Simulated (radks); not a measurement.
Results of a calculation; reference values are marked as such.
Valence configurations of N (all share [He]). Level of theory: non-relativistic Kohn-Sham, PBE, spin-polarised, spherical densities, point nucleus; open shells are filled with parallel spins first (a radial shooting solver on a logarithmic mesh with Libxc functionals). Energies are relative to 2s2 2p3; eigenvalues in eV for spin up.

[
 {"valence": "2s2 2p3", "E (eV)": "0.000", "moment (Bohr magnetons)": "3", "e(2p)": "-8.304", "e(2s)": "-19.852"},
 {"valence": "2s1.5 2p3.5", "E (eV)": "5.552", "moment (Bohr magnetons)": "3", "e(2p)": "-8.720", "e(2s)": "-20.333"},
 {"valence": "2s1 2p4", "E (eV)": "11.073", "moment (Bohr magnetons)": "3", "e(2p)": "-9.142", "e(2s)": "-20.819"},
 {"valence": "2s0.5 2p4.5", "E (eV)": "18.797", "moment (Bohr magnetons)": "2", "e(2p)": "-8.943", "e(2s)": "-20.577"},
 {"valence": "2p5", "E (eV)": "25.730", "moment (Bohr magnetons)": "1", "e(2p)": "-8.563", "e(2s)": "-"}
]

NIST lists [He] 2s2 2p3 as the ground configuration; this level of theory agrees among the configurations tried. The energies are those of spherical high-spin densities, not of single terms.
